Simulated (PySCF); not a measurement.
## Predicted spectroscopic data

PySCF calculation with shielding tensors at PBE0/pcSseg-1 (GIAO) and structure optimised with GFN2-xTB; averaged over atoms made equivalent by symmetry, fast rotation or ring inversion, non-relativistic Hamiltonian, gas phase, a single conformation.

Chemical shifts δ = σref − σ; 1H (σ = 31.72 ppm), 13C (σ = 186.93 ppm) vs TMS, all at this level. Splittings of carbon signals by F and P are missing where no couplings were computed. Where no couplings were computed, multiplicities follow the n + 1 count of equivalent neighbours, and m marks all less simple cases (inequivalent or close neighbours, rings, F or P nearby). Shifts are as computed. Against solution values, carbons near 30 ppm lie about +3 ppm off and those near 130 ppm about +5 ppm. Of 1211 compounds with measured shifts, 218 miss one by over three times the rms of a fit or turn the order of signals round; such compounds aren't used in these exercises.

Compound 1 (C8H13NO). 1H NMR (400 MHz, computed): δ 7.88 (s, 1H), 6.17 (br s, 1H), 5.94 (br s, 1H), 2.98 (sept, 1H), 2.14 (s, 3H), 1.15 (d, 6H). 13C{1H} NMR (computed): δ 180.5, 164.2, 155.7, 134.2, 31.2, 27.4, 23.9. Structure: `C=C(/C=N/C(C)=O)C(C)C`.

Compound 2 (C4HF9). 1H NMR (400 MHz, computed): δ 3.46 (m, 1H). 13C{1H} NMR (computed): δ 129.4, 56.4. Structure: (CF3)3CH (FC(F)(F)C(C(F)(F)F)C(F)(F)F).
